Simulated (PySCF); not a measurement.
**[RuO3]-, quartet: computed properties**

All numbers come from UB3LYP in PySCF with Ru def2-SVPD with ECP28, O def2-SVPD; scalar-relativistic core potentials, no spin–orbit coupling; density-fitted integrals.

The structure is a minimum.

```xyz
4
charge -1 multiplicity 4, angstrom
Ru    0.0000    0.0000    0.0000
O     0.0000    0.0000    1.7513
O     1.5166    0.0000   -0.8756
O    -1.5166    0.0000   -0.8756
```

| Property | Result |
| --- | --- |
| Point group | D3h |
| Bond lengths | Ru–O 1.751 Å (×3) |
| Bond angles | O–Ru–O 120.0° (×3) |
| Lowest empty level (β) | 0.72 eV |
| Heat capacity Cp at 298.15 K | 62.6 J/(mol K) |
| Principal polarisabilities | 42.7, 67.3, 67.3 bohr³ |
| Enthalpy at 298.15 K above 0 K | 14.42 kJ/mol |
| Highest occupied level (α) | -1.42 eV |
| Principal quadrupole moments (Buckingham, traceless) about the centre of mass | -7.20, -7.20, 14.41 D Å |
| Rotational constants | 0.2291, 0.2291, 0.1145 cm⁻¹ |
| Rotational symmetry number | 6 |
| Dipole moment about the centre of mass | 0.00 D |
| Zero-point energy | 19.6 kJ/mol |
| Spin squared ⟨S²⟩ | 3.765 |
| Entropy at 298.15 K and 1 bar (electronic part: spin only) | 298.8 J/(mol K) |

Harmonic modes (masses in u: Ru 101.904, O 15.995):
```tsv
symmetry	ω (cm⁻¹)	IR (km/mol, summed over degenerate members)	μ (u)	type
a2''	152	59.7	21.91	bend
e'	284	2.1	17.65	bend
e'	845	510	19.41	stretch
a1'	859	0.0	15.99	stretch
```

In D3h the vibrations span a2'' + 2e' + a1'. The a1' mode carries no infrared intensity, as symmetry demands.

Charges (e); Mulliken and Löwdin values are unreliable with diffuse functions:
| atom | Mulliken | Löwdin | polar tensor | spin (Mulliken) | Mayer order to Ru1 |
| --- | --- | --- | --- | --- | --- |
| Ru1 | 1.91 | 0.92 | 1.44 | 2.04 | – |
| O2,3,4 | -0.97 | -0.64 | -0.81 | 0.32 | 1.10 |

Mulliken populations on Ru1 (electrons outside its core potential): s 2.25, p 5.88, d 5.93, f 0.04.

Formally Ru is in oxidation state +5, d3, with 3 unpaired electrons (the high-spin count). The Mulliken spin on Ru is 2.04. The polar-tensor charge on Ru, 1.44, is far below the formal one.

This need not be the most stable arrangement of these atoms. Other spin states or occupations of the open shell can lie lower. The lowest empty level of this anion is unbound, so it and the gap depend on the basis.

The final relaxation and frequency run took 110 s on 2 threads of a shared Intel Xeon @ 2.50GHz (Skylake/Cascade Lake) host, with 103 basis functions and 7 gradients; the process peaked at 1.1 GiB.
